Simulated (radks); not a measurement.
Question: The mean radii <r> (bohr) of the occupied orbitals of an atom or ion are listed with their occupations. Calculated with a radial shooting solver on a logarithmic mesh with Libxc functionals: non-relativistic Kohn-Sham, B86b exchange with PBE correlation, spin-polarised, spherical densities, point nucleus.

orbital  occ.      <r>
1s down     1  0.05483
1s up       1  0.05483
2s up       1   0.2483
2s down     1   0.2482
2p up       3   0.2167
2p down     3   0.2165
3s up       1   0.7490
3s down     1   0.7505
3p up       3   0.7814
3p down     3   0.7842
3d up       5   0.9888
3d down     3    1.026
4s up       1    2.810
4s down     1    2.884

Name the element and its charge. Open shells, if any, are filled with parallel spins first.

Answer: Z = 28, nickel, charge 0: Ni in [Ar] 3d8 4s2. The 1s radius gives Z: for a bare nucleus <r> = 1.5/Z, 0.05357 bohr for Z = 28, and screening makes it slightly larger (0.05483 here). The occupations add up to 28, and the charge is Z minus that.
